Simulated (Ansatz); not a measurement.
Coupled-cluster diagnostics for Ge(vinyl)Cl3 (C₂H₃Cl₃Ge), Ansatz.

Geometry of the singlet (PBE0-D4/def2-SVP):

```xyz
9

Ge    0.367   -1.041   -0.525
C     0.333    0.543    0.554
C    -0.718    1.364    0.562
H     1.220    0.742    1.165
H    -1.608    1.169   -0.046
H    -0.728    2.268    1.180
Cl   -1.482   -1.256   -1.591
Cl    0.660   -2.801    0.662
Cl    1.957   -0.987   -1.961
```

Correlated methods freeze 26 core orbitals; core or outer-core shells of Ge are correlated, in sets that lack core-valence functions.

(1) Estimate the CCSD(T) correlation energy, the shares of MP2 and (T), T1 and the reference's ⟨S²⟩ for: charge 0, singlet, own geometry in def2-SVP; charge 1, doublet, vertical in def2-SVP; and the rough time on 2 threads of AMD EPYC 7R13 on a shared host and a share (18 GiB) of an NVIDIA H100 80GB HBM3.

Answers

(1) 
```csv
state,basis,correlation (eV),MP2 share (%),(T) share (%),T1,⟨S²⟩ (pure),wall time
"charge 0, singlet, own geometry",def2-SVP,-25.944,92.1,2.9,0.010,0.00 (0.00),13 s
"charge 1, doublet, vertical",def2-SVP,-24.775,91.0,2.8,0.022,0.75 (0.75),14 s
```
Customary marks for T1 are 0.02 (closed shells), 0.045 (open shells) and about 0.05 (3d metals). T1 exceeds 0.02 in 1 of 2 rows and 0.045 in 0; the higher it lies, the less the single-reference result can be trusted.
